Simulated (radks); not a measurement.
The numbers below are computed, except where a source is named.
Task: All-electron atom: Te+ in [Kr] 4d10 5s2 5p3 (the NIST ground configuration). Level of theory: Dirac Kohn-Sham, exchange-only LDA, spin-unpolarised, spherical densities, finite nucleus; open shells are shared between the two j in proportion to 2j + 1; Fermi nuclear charge, rms radius 4.7423 fm (a radial shooting solver on a logarithmic mesh with Libxc functionals). Some entries of the table are withheld. Estimate them.

| orbital | occ. | eigenvalue (eV) | <1/r> (bohr^-1) | r(max) (bohr) |
|---|---|---|---|---|
| 1s1/2 | 2 | -31574.94 | 55.52 | 0.01795 |
| 2s1/2 | 2 | -4847.375 | 12.93 | 0.1016 |
| 2p1/2 | 2 | -4544.600 | 12.92 | 0.07796 |
| 2p3/2 | 4 | -4270.517 | 11.95 | 0.08267 |
| 3s1/2 | 2 | -969.9473 | 4.594 | (1) |
| 3p1/2 | 2 | -845.2042 | 4.508 | 0.2794 |
| 3p3/2 | 4 | -794.1490 | 4.270 | 0.2900 |
| 3d3/2 | 4 | -573.1669 | (2) | 0.2359 |
| 3d5/2 | 6 | -562.4796 | (3) | 0.2389 |
| 4s1/2 | 2 | (4) | 1.839 | 0.7011 |
| 4p1/2 | 2 | -128.2964 | 1.726 | 0.7211 |
| 4p3/2 | 4 | -118.5006 | 1.648 | 0.7459 |
| 4d3/2 | 4 | -49.9633 | 1.381 | 0.8062 |
| 4d5/2 | 6 | -48.4881 | 1.361 | 0.8153 |
| 5s1/2 | 2 | -22.4041 | 0.6415 | 1.773 |
| 5p1/2 | 1 | (5) | 0.5312 | (6) |
| 5p3/2 | 2 | (7) | 0.5069 | (8) |
| 6s1/2 | 0 | -4.4077 | (9) | 4.853 |
| 4f5/2 | 0 | -0.8926 | 0.07193 | 14.36 |
| 4f7/2 | 0 | -0.8926 | 0.07192 | 14.36 |

Result: 
(1) 3s1/2 r(max) (bohr): 0.2932
(2) 3d3/2 <1/r> (bohr^-1): 4.124
(3) 3d5/2 <1/r> (bohr^-1): 4.063
(4) 4s1/2 eigenvalue (eV): -171.2176
(5) 5p1/2 eigenvalue (eV): -13.3329
(6) 5p1/2 r(max) (bohr): 2.048
(7) 5p3/2 eigenvalue (eV): -12.3984
(8) 5p3/2 r(max) (bohr): 2.135
(9) 6s1/2 <1/r> (bohr^-1): 0.2319
